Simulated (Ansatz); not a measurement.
Start from `[OH][Ga]([Br])[Br]` and change one atom or group to get `[OH][Ga]([SH])[Br]`.

Ansatz, PBE0-D4/def2-TZVP geometries, multiplicity 1. Each molecule was computed in one conformer, which needn't be the lowest.

Scalar relativity is left out up to krypton.

```csv
property,`[OH][Ga]([Br])[Br]`
zero-point energy (PBE0-D4/def2-TZVP) / kJ/mol,40.9
HOMO energy (PBE0/def2-TZVPP) / eV,-8.73
LUMO energy (ωB97M-V/def2-TZVPP) / eV,0.13
size of the dipole moment (ωB97M-V/def2-TZVPP) / D,1.26
LUMO energy (PBE0/def2-TZVPP) / eV,-1.76
HOMO–LUMO gap (B3LYP/def2-TZVPP) / eV,6.36
```

**Question.** Give the same properties after the change, and the shifts. (Best estimate.)

**Answer.** The calculation gave: 
```json
{"property": "zero-point energy (PBE0-D4/def2-TZVP) / kJ/mol", "`[OH][Ga]([SH])[Br]`": "62.9", "shift": "22.0"}
{"property": "HOMO energy (PBE0/def2-TZVPP) / eV", "`[OH][Ga]([SH])[Br]`": "-8.12", "shift": "0.61"}
{"property": "LUMO energy (ωB97M-V/def2-TZVPP) / eV", "`[OH][Ga]([SH])[Br]`": "0.54", "shift": "0.41"}
{"property": "size of the dipole moment (ωB97M-V/def2-TZVPP) / D", "`[OH][Ga]([SH])[Br]`": "2.69", "shift": "1.43"}
{"property": "LUMO energy (PBE0/def2-TZVPP) / eV", "`[OH][Ga]([SH])[Br]`": "-1.30", "shift": "0.46"}
{"property": "HOMO–LUMO gap (B3LYP/def2-TZVPP) / eV", "`[OH][Ga]([SH])[Br]`": "6.23", "shift": "-0.13"}
```

With PBE0 the HOMO rises by 0.61 eV and the LUMO rises by 0.46 eV, so the gap narrows by about 0.15 eV. PBE moves the HOMO by 0.57 eV and ωB97M-V by 0.61 eV. The zero-point energy changes by 22.0 kJ/mol with +3 modes. Dipoles are sizes alone; their direction can turn.

B3LYP here is the variant with VWN-RPA as its local correlation; programs differ in this.

Spin–orbit coupling is left out; it splits and shifts lone-pair levels of the heavy atoms by tenths of an eV.
